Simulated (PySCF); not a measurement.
## Calculated data, C$_{2}$H$_{4}$AlB, Al$_{2}$H$_{4}$

Computed with PySCF 2.14.0. Calculation on a computer-drawn molecule: the log of a Hartree-Fock and frozen-core CCSD(T) single point meant for a local Hartree-Fock minimum, with one planted fault or none, to be diagnosed. Offsets are logged minus clean, where the clean run is the same molecule without the fault. The reference is restricted for singlets and unrestricted otherwise, and also for a bond in bohr or an excited solution. Adding or removing an electron swaps singlet and doublet. The excited solution moves the top pair (singlet) or top alpha electron (doublet) to the lowest empty orbital. Highest occupied and lowest empty are orbital energies over both spins, largest force is the largest gradient component, triples share is (T) over the correlation energy, the T1 limit is 0.02 restricted and 0.045 unrestricted, electrons count all cores, a negative frequency is imaginary (commonest isotopes), and the dipole is about the centre of nuclear charge.

Common to all runs: meant charge 0; meant multiplicity 1; meant basis cc-pV(D+d)Z; logged SCF converged yes; logged CC converged yes; logged SCF stable within its kind yes; possible faults no fault, one electron removed, one electron added, multiplicity raised by two, geometry at a saddle point, SCF held on an excited solution, minimal basis STO-3G, one bond length entered in bohr, all coordinates scaled.

```json
{"entry": 1, "formula": "C2H4AlB", "logged_structure": {"atoms_angstrom": [["C", -0.1969, -1.0534, 1.6289], ["C", 1.2452, -1.1596, 1.1975], ["B", 1.9017, -0.568, 0.1103], ["Al", 4.0256, 1.1041, -3.0731], ["H", -0.6774, -2.0359, 1.6416], ["H", -0.7757, -0.4102, 0.9636], ["H", -0.2763, -0.6427, 2.6396], ["H", 1.879, -1.7922, 1.824]]}, "given": {"logged_electrons": 34, "logged_basis_functions": 85, "logged_spin_squared": 1.1229, "logged_highest_occupied [eV]": -5.997, "logged_lowest_empty [eV]": 0.5728, "logged_largest_force [hartree/bohr]": 0.0075694, "logged_T1_diagnostic": 0.050801, "logged_D1_diagnostic": 0.2126, "logged_triples_share": 0.034711, "logged_dipole_magnitude [debye]": 0.76499, "logged_energy_HF [hartree]": -344.49887, "logged_energy_CCSD(T) [hartree]": -344.93095, "drawn_bonds_atom": [1, 2, 3, 1, 1, 1, 2], "drawn_bonds_other_atom": [2, 3, 4, 5, 6, 7, 8], "drawn_bonds_order": [1, 2, 1, 1, 1, 1, 1]}, "results": {"planted_fault": "one bond length entered in bohr, row 3 of the drawn bonds", "HF_energy_offset_from_clean_run [kcal/mol]": 49.03, "CCSD(T)_energy_offset_from_clean_run [kcal/mol]": 66.38}, "notes": ["T1 above single-reference limit"]}
{"entry": 2, "formula": "Al2H4", "logged_structure": {"atoms_angstrom": [["Al", 0.0337, -0.9673, -0.7349], ["Al", 1.8453, 0.8036, -0.0473], ["H", -1.1233, -0.6287, -1.7708], ["H", 0.0292, -2.4411, -0.1396], ["H", 1.6383, 1.783, 1.1873], ["H", 3.2136, 0.9595, -0.841]]}, "given": {"logged_electrons": 31, "logged_basis_functions": 66, "logged_spin_squared": 0.7688, "logged_highest_occupied [eV]": -0.27858, "logged_lowest_empty [eV]": 4.9641, "logged_largest_force [hartree/bohr]": 0.018518, "logged_T1_diagnostic": 0.014697, "logged_D1_diagnostic": 0.033072, "logged_triples_share": 0.022074, "logged_dipole_magnitude [debye]": 3.824, "logged_energy_HF [hartree]": -486.12048, "logged_energy_CCSD(T) [hartree]": -486.31288, "drawn_bonds_atom": [1, 1, 1, 2, 2], "drawn_bonds_other_atom": [2, 3, 4, 5, 6], "drawn_bonds_order": [1, 1, 1, 1, 1]}, "results": {"planted_fault": "one electron added", "HF_energy_offset_from_clean_run [kcal/mol]": 4.844, "CCSD(T)_energy_offset_from_clean_run [kcal/mol]": -4.702}}
```
